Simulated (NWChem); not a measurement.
Everything below was run with NWChem. System: FSn (+1), charge 1, spin multiplicity 1, at a geometry optimised with PBE0/def2-SVP with def2 effective core potentials on Sn. The structure started from a generated list of species. Level: TD-PBE/def2-SVPD with def2 effective core potentials on Sn.

The NWChem input:

```
start mol
memory heap 200 mb stack 900 mb global 1100 mb
charge 1
geometry units angstroms nocenter noautoz
  Sn     0.000000     0.000000    -0.290418
  F      0.000000     0.000000     1.613434
  symmetry group C2v
end
basis spherical
  * library def2-svpd
end
ecp
  Sn library def2-ecp
end
dft
  xc xpbe96 cpbe96
  semidirect memsize 60000000 filesize 0
  iterations 100
end
tddft
  rpa
  nroots 8
  notriplet
  thresh 1e-4
end
task tddft energy
```

Output (cleaned and shortened):

```
             Northwest Computational Chemistry Package (NWChem) 7.3.0
             --------------------------------------------------------

                                NWChem Input Module
                                -------------------

 Scaling coordinates for geometry "geometry" by  1.889725989
 (inverse scale =  0.529177249)

 Turning off AUTOSYM since
 SYMMETRY directive was detected!

                             Geometry "geometry" -> ""
                             -------------------------

 Output coordinates in angstroms (scale by  1.889725989 to convert to a.u.)

  No.       Tag          Charge          X              Y              Z
 ---- ---------------- ---------- -------------- -------------- --------------
    1 Sn                  50.0000     0.00000000     0.00000000    -0.29041800
    2 F                    9.0000     0.00000000     0.00000000     1.61343400

 Effective nuclear repulsion energy (a.u.)     125.0778747770

            Nuclear Dipole moment (a.u.)
            ----------------------------
        X                 Y               Z
 ---------------- ---------------- ----------------
     0.0000000000     0.0000000000     0.0000113384

      Symmetry information
      --------------------

 Group name             C2v
 Group number             16
 Group order               4
 No. of unique centers     2

      Symmetry unique atoms

     1    2


 Summary of "ao basis" -> "" (spherical)
 ------------------------------------------------------------------------------
       Tag                 Description            Shells   Functions and Types
 ---------------- ------------------------------  ------  ---------------------
 *                         def2-svpd                  on all atoms

 Summary of "ao basis" -> "ao basis" (spherical)
 ------------------------------------------------------------------------------
       Tag                 Description            Shells   Functions and Types
 ---------------- ------------------------------  ------  ---------------------
 Sn                        def2-svpd                12       32   5s4p3d
[...]
  Root   6 singlet a1             0.238210077 a.u.                6.4820 eV
  ----------------------------------------------------------------------------
     Transition Moments    X -0.00000   Y -0.00000   Z  0.30291
     Transition Moments   XX -0.74980  XY  0.00000  XZ -0.00000
     Transition Moments   YY -0.74980  YZ -0.00000  ZZ  2.41574
     Dipole Oscillator Strength                    0.0145710720
     Electric Quadrupole                           0.0000002404
     Magnetic Dipole                               0.0000000000
     Total Oscillator Strength                     0.0145713125

          sigma_e =   1.7189 Angstrom
          sigma_h =   1.0179 Angstrom
         |d_h->e| =   1.7878 Angstrom
            d_exc =   2.6921 Angstrom
            d_CD1 =   2.4888 Angstrom
            d_CD2 =   0.4194 Angstrom
            d_CD3 =   4.4798 Angstrom
     Pearson C.C. =  -0.0172

     Occ.   12  a1  ---  Virt.   18  a1  -0.07285 X
     Occ.   13  b1  ---  Virt.   17  b1  -0.65447 X
     Occ.   13  b1  ---  Virt.   17  b1   0.05846 Y
     Occ.   13  b1  ---  Virt.   22  b1  -0.05623 X
     Occ.   14  b2  ---  Virt.   16  b2  -0.65447 X
     Occ.   14  b2  ---  Virt.   16  b2   0.05846 Y
     Occ.   14  b2  ---  Virt.   23  b2   0.05623 X
     Occ.   15  a1  ---  Virt.   18  a1   0.36715 X
  ----------------------------------------------------------------------------
  Root   7 singlet b2             0.305188143 a.u.                8.3046 eV
  ----------------------------------------------------------------------------
     Transition Moments    X  0.08202   Y -0.17610   Z -0.00000
     Transition Moments   XX  0.00000  XY -0.00000  XZ  0.44125
     Transition Moments   YY -0.00000  YZ -0.94737  ZZ  0.00000
     Dipole Oscillator Strength                    0.0076785402
     Electric Quadrupole                           0.0000001653
     Magnetic Dipole                               0.0000000022
     Total Oscillator Strength                     0.0076787077

          sigma_e =   1.9187 Angstrom
          sigma_h =   0.8638 Angstrom
         |d_h->e| =   1.8574 Angstrom
            d_exc =   2.8105 Angstrom
            d_CD1 =   2.9123 Angstrom
            d_CD2 =   0.4662 Angstrom
            d_CD3 =   4.6679 Angstrom
     Pearson C.C. =  -0.0065

     Occ.   12  a1  ---  Virt.   16  b2  -0.09922 X
     Occ.   13  b1  ---  Virt.   18  a1   0.41957 X
     Occ.   14  b2  ---  Virt.   18  a1  -0.90081 X
  ----------------------------------------------------------------------------
  Root   8 singlet b1             0.305188144 a.u.                8.3046 eV
  ----------------------------------------------------------------------------
     Transition Moments    X -0.17610   Y -0.08202   Z -0.00000
     Transition Moments   XX -0.00000  XY -0.00000  XZ -0.94736
     Transition Moments   YY -0.00000  YZ -0.44125  ZZ -0.00000
     Dipole Oscillator Strength                    0.0076784714
     Electric Quadrupole                           0.0000001653
     Magnetic Dipole                               0.0000000022
     Total Oscillator Strength                     0.0076786389

          sigma_e =   1.9187 Angstrom
          sigma_h =   0.8638 Angstrom
         |d_h->e| =   1.8574 Angstrom
            d_exc =   2.8105 Angstrom
            d_CD1 =   2.9123 Angstrom
            d_CD2 =   0.4662 Angstrom
            d_CD3 =   4.6679 Angstrom
     Pearson C.C. =  -0.0065

     Occ.   12  a1  ---  Virt.   17  b1  -0.09922 X
     Occ.   13  b1  ---  Virt.   18  a1  -0.90081 X
     Occ.   14  b2  ---  Virt.   18  a1  -0.41957 X

              Target root =      1
          Target symmetry = none
      Ground state energy =   -313.728656516182
        Excitation energy =      0.199144228816
     Excited state energy =   -313.529512287366

  stored tddft:energy   -313.52951228736572

 Task  times  cpu:       15.9s     wall:       15.9s

 Total times  cpu:       15.9s     wall:       15.9s
```
